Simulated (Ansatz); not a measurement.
A nudged elastic band was laid between two geometries of C$_{2}$H$_{8}$N$_{2}$Si (13 atoms, charge 0, multiplicity 1).

Computed with RKS BHLYP-D4/6-31G* in Ansatz 0.2.0.

```
movable images  : 5
climbing image  : yes
spring          : 5.0 eV/Å²
optimiser       : quadratic models (default)
start path      : straight line
force threshold : 0.05 eV/Å
iteration limit : 60
end points      : relaxed
```

Image 0:

```xyz
13
Properties=species:S:1:pos:R:3
N -1.108 1.141 -0.436
C -0.326 0.027 0.014
N -1.096 -1.103 0.483
C 0.795 -0.330 -0.965
Si 1.402 0.477 0.599
H -1.598 1.566 0.335
H -1.809 0.805 -1.085
H -1.407 -0.963 1.432
H -0.558 -1.954 0.468
H 0.786 0.234 -1.885
H 0.981 -1.385 -1.117
H 2.049 -0.404 1.585
H 1.910 1.854 0.588
```

Image 6:

```xyz
13
Properties=species:S:1:pos:R:3
N -1.306 1.019 -0.280
C -0.580 -0.099 -0.113
N -0.858 -0.863 0.957
C 0.403 -0.483 -1.060
Si 2.188 0.170 -0.224
H -1.694 1.480 0.522
H -1.016 1.637 -1.012
H -1.322 -0.445 1.741
H -0.136 -1.510 1.213
H 0.282 -0.006 -2.024
H 0.519 -1.553 -1.161
H 2.006 -0.748 0.987
H 1.535 1.366 0.467
```

Q: Which bonds break or form, and what moves?

A: Bonds broken: C2–Si5. The height of N1 over the plane of its neighbours goes from -0.38 to 0.20 Å.

Q: Give the energies along the band, and the barrier.

A: The run converged. The highest image is number 2 of 0 to 6, 70.1 kJ/mol above the first end and 80.6 kJ/mol above the last; the last end lies 10.4 kJ/mol below the first. Another band between the same ends (5 images) ends at a top of the same energy, where a vibrational analysis finds 1 clearly imaginary mode. The orbitals stay closed-shell, which can raise the energy where a bond breaks towards radicals; this wasn't checked here.

| image | path coordinate (Å) | energy (kJ/mol) | C2–Si5 (Å) | height of N1 over the plane of its neighbours (Å) |
| --- | --- | --- | --- | --- |
| 0 | 0.00 | 0.0 | 1.88 | -0.38 |
| 1 | 0.51 | 15.5 | 1.87 | -0.38 |
| 2 | 1.02 | 70.1 | 2.18 | -0.38 |
| 3 | 1.59 | 43.7 | 2.61 | -0.35 |
| 4 | 2.15 | 28.7 | 2.70 | -0.21 |
| 5 | 2.72 | -0.8 | 2.77 | 0.13 |
| 6 | 3.28 | -10.4 | 2.78 | 0.20 |

Q: What is the geometry of the highest image?

A: 
```xyz
13
Properties=species:S:1:pos:R:3
N -1.021 1.162 -0.392
C -0.315 -0.046 -0.126
N -1.025 -1.041 0.588
C 0.672 -0.435 -1.079
Si 1.784 0.350 0.309
H -1.214 1.674 0.452
H -1.911 0.932 -0.816
H -1.251 -0.749 1.525
H -0.527 -1.913 0.643
H 0.732 0.144 -1.986
H 0.890 -1.486 -1.208
H 1.680 -0.408 1.571
H 1.527 1.782 0.532
```

The band took 12 iterations and of the order of 6 core-minutes.

Time of the run: 3 min on 2 threads of Arm Neoverse V2, with other jobs on the host, peak memory 0.2 GiB.
